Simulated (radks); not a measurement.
Values are calculated unless marked as measured or tabulated.
Q: Coherent X-ray form factor from a spherical all-electron density. Code: a radial shooting solver on a logarithmic mesh with Libxc functionals. Model: scalar-relativistic Kohn-Sham, PBE, spin-polarised, spherical densities, point nucleus.

| sin(theta)/lambda (1/angstrom) | f0 (electrons) |
|---|---|
| 0.05 | 69.995 |
| 0.1 | 67.434 |
| 0.15 | 64.168 |
| 0.2 | 60.740 |
| 0.25 | 57.331 |
| 0.3 | 53.986 |
| 0.4 | 47.676 |
| 0.5 | 42.136 |
| 0.6 | 37.423 |
| 0.8 | 29.962 |
| 1 | 24.480 |
| 1.25 | 19.844 |
| 1.5 | 16.959 |
| 2 | 13.420 |

The species is in the configuration that NIST lists as its ground one. Which atom or ion scatters so?

A: The hafnium ion Hf+, [Xe] 4f14 5d1 6s2. Extrapolating in s^2 from the first two rows gives f0(0) = 70.8, near the electron count 71; among species with that count, the fall with angle is slower the higher Z, and the table is that of Z = 72; from so few rows the species is fixed only to a neighbour or two.
